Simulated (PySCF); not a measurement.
Computed IR spectrum (relative IR intensity) of a molecule C₄H₁₀O. Coordinates come from a B3LYP-D3(BJ)/def2-SVP optimisation. The values are those of a single conformer. All values below come from B3LYP-D3(BJ)/def2-SVP in PySCF 2.14.0. Harmonic, unscaled wavenumbers; measured fundamentals usually lie a few per cent lower.

```tsv
ν (cm⁻¹)	relative intensity
268	5.8
315	100
346	33
466	12
473	19
948	45
1021	13
1036	2.0
1158	80
1241	76
1256	32
1352	30
1382	19
1395	41
1408	5.5
1470	2.8
1481	5.3
1490	8.5
3019	21
3024	36
3039	10.0
3096	3.9
3103	66
3121	13
3128	39
3131	53
3804	17
```

Question: Pick the molecule that these values belong to.
A) CCCOC
B) CC(C)(C)O
C) CCOCC
D) CC[C@H](C)O

Answer: B, CC(C)(C)O
